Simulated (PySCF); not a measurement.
Levels of Sr+ from EOM-EA-GCCSD

Reference: closed-shell Sr(2+), [Kr]; one electron is added. Calculated with PySCF 2.14, two-component X2C-1e with screened spin-orbit coupling, x2c-TZVPPall-2c with one added diffuse shell each of s, p, d, f type (9s10p8d3f1g, 109 functions); frozen [Ne]; the 4 highest virtual spinors dropped; of the others 108 kept and the rest restored at second order. No Breit or QED terms. Binding energies in eV.

| level | Koopmans | second order | EOM-CCSD | NIST |
| --- | --- | --- | --- | --- |
| 5s1/2 | 10.424 | 10.995 | 10.971 | 11.030 |
| 4d3/2 | 8.331 | 9.067 | 9.049 | 9.226 |
| 4d5/2 | 8.310 | 9.028 | 9.004 | 9.191 |
| 5p1/2 | 7.743 | 8.048 | 8.039 | 8.090 |
| 5p3/2 | 7.655 | 7.946 | 7.937 | 7.991 |
| 6s1/2 | 4.946 | 5.101 | 5.087 | 5.112 |
| 5d3/2 | 4.207 | 4.362 | 4.346 | 4.424 |

Electric-dipole lines between these computed levels:

```json
{"lower": "5s1/2", "upper": "5p1/2", "ΔE (eV)": "2.932", "vacuum wavelength (nm)": "422.9"}
{"lower": "5s1/2", "upper": "5p3/2", "ΔE (eV)": "3.033", "vacuum wavelength (nm)": "408.7"}
{"lower": "4d3/2", "upper": "5p1/2", "ΔE (eV)": "1.010", "vacuum wavelength (nm)": "1228"}
{"lower": "4d3/2", "upper": "5p3/2", "ΔE (eV)": "1.112", "vacuum wavelength (nm)": "1115"}
{"lower": "4d5/2", "upper": "5p3/2", "ΔE (eV)": "1.067", "vacuum wavelength (nm)": "1162"}
{"lower": "5p1/2", "upper": "6s1/2", "ΔE (eV)": "2.952", "vacuum wavelength (nm)": "420.0"}
{"lower": "5p1/2", "upper": "5d3/2", "ΔE (eV)": "3.693", "vacuum wavelength (nm)": "335.7"}
{"lower": "5p3/2", "upper": "6s1/2", "ΔE (eV)": "2.851", "vacuum wavelength (nm)": "434.9"}
{"lower": "5p3/2", "upper": "5d3/2", "ΔE (eV)": "3.592", "vacuum wavelength (nm)": "345.2"}
```

Quantum defects δ = n − Z_c √(13.6057 eV / E) with Z_c = 2: 5s1/2 2.773, 4d3/2 1.548, 4d5/2 1.542, 5p1/2 2.398, 5p3/2 2.382, 6s1/2 2.729, 5d3/2 1.461.

The highest levels are limited by the diffuse functions of the basis.
